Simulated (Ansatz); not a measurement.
C3H3N, SMILES `C#C[C]N` (lower singlet) (charge 0, multiplicity 1). This singlet lies 1.00 eV below the relaxed triplet at the level B3LYP/cc-pVTZ // PBE0-D3(BJ)/def2-TZVP (Ansatz, a program for electronic structure).

All values below come from r2SCAN0/cc-pVTZ // PBE0-D3(BJ)/def2-TZVP (Ansatz).

Ansatz 0.2 input:
```yaml
crystal:
  periodic: [false, false, false]
  atoms:
    - { symbol: C, position_ang: [1.926804, -0.01658, 0.59363] }
    - { symbol: C, position_ang: [0.801278, -0.274345, 0.226467] }
    - { symbol: C, position_ang: [-0.433937, -0.707671, -0.265388] }
    - { symbol: N, position_ang: [-1.451039, 0.065291, -0.001839] }
    - { symbol: H, position_ang: [2.922879, 0.190661, 0.906264] }
    - { symbol: H, position_ang: [-2.368515, -0.193589, -0.33047] }
    - { symbol: H, position_ang: [-1.397464, 0.936237, 0.523427] }
basis:
  gaussian: { orbitals: cc-pVTZ }
hamiltonian:
  xc: r2scan0
```

Output:

```
Functional definition: r2SCAN0
877 factors; their error is unknown
mean field evaluation 1: about -4639.0659 eV, gradient 4.8e1 eV
mean field evaluation 2: about -4640.0917 eV, gradient 4.3e1 eV
mean field evaluation 4: about -4644.0224 eV, gradient 3.3e0 eV
mean field evaluation 8: about -4644.0535 eV, gradient 1.1e-1 eV
mean field evaluation 16: about -4644.0521 eV, gradient 1.7e-5 eV
mean field -4644.05214477 eV, -170.6657684687 hartree, gradient 1.7e-5 eV, S^2 0.000000; 0 other end points of the search recorded, 0 dependent functions left out
reference -4644.05215198 eV, -170.6657687338 hartree; 14, 14 occupied and 148, 148 virtual orbitals, 877 factors
Total energy: -4644.05215198 eV, -170.6657687338 hartree
```
